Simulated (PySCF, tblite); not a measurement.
Isomers of C5H10FPSi, one GFN2-xTB conformer each. Single-point energies are computed at PBE0/pcSseg-1 (PySCF, gas phase, no added dispersion term), electronic only.

Question: Rank them by PBE0/pcSseg-1 energy, lowest first (kJ/mol).
A. `[CH3:1][C:2]1=[CH:3][Si@:4]([F:5])([PH2:6])[CH2:7][CH2:8]1` with C3–Si4–P6–H 58° and -35°, C2–C3–Si4–F5 -121°, C3–Si4–C7–C8 14°, Si4–C7–C8–C2 -17°, C1–C2–C8–C7 -168°
B. `[CH2:1]=[CH:2]/[CH:3]=[C:4](\[F:5])[Si@@H:6]([CH3:7])[PH2:8]` with C1–C2–C3–C4 180°, C3–C4–Si6–C7 -128°, C4–Si6–P8–H -175° and -82°

Answer: A (0.0), B (266.7).

As drawn, the lower has an Si–F bond, which the higher lacks. GFN2-xTB itself gives, in the same order: 0.0, 260.4. Both levels put the same isomer lowest.

Q: Which frontier levels, dipoles and rotational constants go with these structures?

A: 
```
                SMILES  HOMO (eV, PBE0/pcSseg-1)  LUMO (eV)  dipole (D)       A, B, C (MHz)
   CC1=C[Si@](F)(P)CC1                     -7.24      -0.34        3.12  2366, 833.4, 804.5
C=C/C=C(\F)[Si@@H](C)P                     -6.76      -1.13        1.47  1831, 817.9, 600.1
```

Q: What happens when harmonic zero-point energies from GFN2-xTB frequencies are added?

A: 
```csv
SMILES,ZPE (kJ/mol),electronic (kJ/mol),with ZPE (kJ/mol)
CC1=C[Si@](F)(P)CC1,355.4,0.0,0.0
C=C/C=C(\F)[Si@@H](C)P,337.2,266.7,248.5
```

The zero-point energies span 18.2 kJ/mol. The order is unchanged.
